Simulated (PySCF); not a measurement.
## Calculated properties of `C#C[C@@H]1C[Si@@H](N)C[C@@H]1C`

C₇H₁₃NSi.
Atom-mapped SMILES: `[CH:1]#[C:2][C@@H:3]1[CH2:4][Si@@H:5]([NH2:6])[CH2:7][C@@H:8]1[CH3:9]` (hydrogens: H10 on C1; H11 on C3; H12, H13 on C4; H14 on Si5; H15, H16 on N6; H17, H18 on C7; H19 on C8; H20, H21, H22 on C9)

Structural features include: alkyne, Si–H bond and C–Si bond.

PBE0-D3(BJ)/def2-SVP geometry optimisation, gas phase (PySCF):

- Point group: C1
- Rotational constants A, B, C: 2.435, 0.935, 0.777 GHz

**PBE0/def2-SVPD ground state, ΔSCF and vertical TDDFT (core frozen in the response) (PySCF)**

* Dipole moment: 1.52 D
* HOMO energy: -7.25 eV
* LUMO energy: 0.38 eV
* HOMO–LUMO gap: 7.63 eV
* Lowest singlet excitation: 6.33 eV (196 nm, f = 0.019)
* Strongest line among the 10 lowest singlet transitions: S10 at 7.40 eV (168 nm, f = 0.026)
* Lowest triplet excitation (Tamm–Dancoff): 5.24 eV
* Static isotropic polarisability: 113.2 au
* Vertical ionisation energy: 8.92 eV
* Electronic spatial extent ⟨r²⟩ about the centre of nuclear charge: 1582 bohr²

From PBE0/pcSseg-1 ground state and GIAO shieldings, non-relativistic (PySCF):

- Lowest Hirshfeld atomic charge: -0.32 e on N6
- Highest Hirshfeld atomic charge: +0.39 e on Si5
- 13C chemical shifts (computed TMS as zero) by class: 91.4 (C2), 76.0 (C1), 41.3 (C8), 36.0 (C3), 22.6 (C7), 18.5 (C4), 18.4 (C9) ppm
- 1H chemical shifts (computed TMS as zero) by class: 5.29 (H14), 2.61 (H11), 2.21 (H19), 2.02 (H10), 0.97 (H12), 0.87 (H20/H21/H22), 0.84 (H13), 0.83 (H17), 0.68 (H18), 0.01 (H15/H16) ppm
- Isotropic shieldings of nuclei other than C and H, by class: 250 (N6), 345 (Si5) ppm
- Mayer bond orders between heavy atoms: C1–C2 2.48, C2–C3 1.07, C3–C4 1.00, C4–Si5 0.88, Si5–N6 1.05, Si5–C7 0.90, C7–C8 1.01, C8–C9 1.02, C8–C3 0.98

Monoisotopic mass from the formula: 139.0817 u.

The principal polarisabilities are 94.7, 104.1 and 140.7 au; their mean is the isotropic value. With B = h/(8π²I), that is 505.379 GHz u Å² over I, the principal moments of inertia are 207.6, 540.3 and 650.1 u Å² (most abundant isotopes); the inertial defect Ic − Ia − Ib is -97.8 u Å² (zero for a rigid planar frame, negative otherwise). In atomic units the dipole is 0.60 e·bohr (1 au = 2.5417 D). No computed singlet falls in the visible range (750 to 380 nm, 1.65 to 3.26 eV); S1 lies 3.07 eV above its blue end. The ΔSCF ionisation energy exceeds −ε(HOMO) by 1.67 eV with PBE0. The rotational constants make it an asymmetric top with κ = (2B − A − C)/(A − C) = -0.81, nearer the prolate limit (−1). The 10 singlets span 6.33 to 7.40 eV, and their oscillator strengths add up to 0.11.

 NMR classes are plain means over equivalent atoms (diastereotopic ones count apart unless rotation or inversion swaps them), as if these changed places fast; in this geometry the members of some classes differ.

For the geometry optimisation (PBE0-D3(BJ)/def2-SVP), on one thread of an Intel Xeon Platinum 8259CL at 2.50 GHz, shared host, this took 2.8 min wall and 0.90 GiB of memory at its peak.

One conformer stands for the species.
